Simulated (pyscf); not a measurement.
**F–Be–Cl, singlet**

Gas-phase minimum from PySCF at ωB97X-D3(BJ)/def2-SVP, one conformer. 

SMILES: [F][Be][Cl]
```xyz
3

F      1.3340     0.3543    -1.3487
Be     1.0275     0.0267    -0.0336
Cl     0.6310    -0.4055     1.6776
```
Charge 0, spin multiplicity 1.

Bonded distances (Å): F1–Be2 1.390, Be2–Cl3 1.809. Angles (°): F1–Be2–Cl3 179.8.

Properties at ωB97X-D3(BJ)/def2-SVP:

```yaml
harmonic_wavenumbers_unscaled: 281, 281, 512, 1452 cm⁻¹
zero_point_energy: 3.6 kcal/mol
rotational_symmetry_number: 1
Entropy of this conformer at 298 K and 1 atm, rigid rotor and harmonic oscillator, modes under 100 cm⁻¹ raised to 100: 245.6 J/(mol K)
dipole_moment: 0.14 D
```

Single-point totals, which compare only within one level (frozen core for MP2 and CC):

```
level                   total energy (hartree)
----------------------  ----------------------
ωB97X-D3(BJ)/def2-TZVP              -575.02456
PBE/def2-TZVP                       -574.68389
r²SCAN/def2-TZVP                    -574.91943
B3LYP-D3(BJ)/def2-TZVP              -575.02783
PBE0-D3(BJ)/def2-TZVP               -574.72678
M06-2X/def2-TZVP                    -574.95283
ωB97M-D3(BJ)/def2-TZVP              -575.07923
HF/def2-TZVPP                       -573.79312
MP2/def2-TZVPP                      -574.29917
CCSD/def2-TZVPP                     -574.31858
CCSD(T)/def2-TZVPP                  -574.33476
```

The CCSD(T) − MP2 part came from Ansatz, without density fitting, on the same reference.
